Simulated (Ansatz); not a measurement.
`C[Te][SiH2]N` + H₂ → `N[SiH2][TeH]` + CH₄ at 600 K and 1 bar (hydrogenolysis of a Te–C bond).

Program: Ansatz. Geometries: PBE0-D4/def2-TZVP. ΔE: electronic, gas phase. CCSD(T)/CBS is the MP2 limit (def2-TZVPP, def2-QZVPP) plus CCSD(T) − MP2 in def2-TZVPP, frozen cores. This one scheme is used for every species. def2 core potentials past Kr. For Te outer-core shells are correlated without core-valence functions, which leaves a few kJ/mol of doubt a bond. Each species was taken in one conformer, which may not be the lowest.

| species | CCSD(T)/CBS energy (Eh) | H − E (kJ/mol) | S (J/(mol·K)) |
| --- | --- | --- | --- |
| `C[Te][SiH2]N` | -653.82217 | 276.9 | 470.1 |
| H₂ | -1.17544 | 43.9 | 150.8 |
| `N[SiH2][TeH]` | -614.55865 | 183.7 | 408.1 |
| CH₄ | -40.46206 | 140.4 | 215.7 |

H − E and S are ideal-gas, rigid-rotor, harmonic terms from PBE0-D4/def2-TZVP, for one conformer and one mirror image of each species. For small species the MP2-based limit differs from directly extrapolated CCSD(T) by up to some mEh (0.8 for H₂); such offsets cancel only in part. 1 Eh = 2625.50 kJ/mol, R = 8.31446 J/(mol·K).

Problem. By hand: ΔE, ΔH, ΔS and ΔG.

Solution. ΔE = (-614.55865) + (-40.46206) − (-653.82217) − (-1.17544) = -0.02310 Eh = -60.6 kJ/mol. Δ(H − E) = 183.7 + 140.4 − 276.9 − 43.9 = 3.3, so ΔH = -57.3 kJ/mol. ΔS = 408.1 + 215.7 − 470.1 − 150.8 = 2.9 J/(mol·K). ΔG = -57.3 − 600 × (2.9)/1000 = -59.0 kJ/mol.

Problem. By hand: the equilibrium constant, and the temperature at which ΔG would vanish if ΔH and ΔS stayed fixed.

Solution. log₁₀ K = −ΔG/(RT ln 10) = 5.1. ΔH and −TΔS have one sign here, so there is no such temperature. One of them is within its doubt of zero, so this could turn.

The number of gas molecules stays the same, so ΔS is small and ΔH decides. A doubt of 5 kJ/mol in ΔE shifts log₁₀ K by 0.4 here. Other conformers and mirror images would add mixing entropy, several J/(mol·K) or more a flexible species. These are equilibria of isolated gas molecules and say nothing of rates. Largest T1 diagnostic: 0.011 (customary marks: 0.02 for closed shells, 0.045 for open ones).
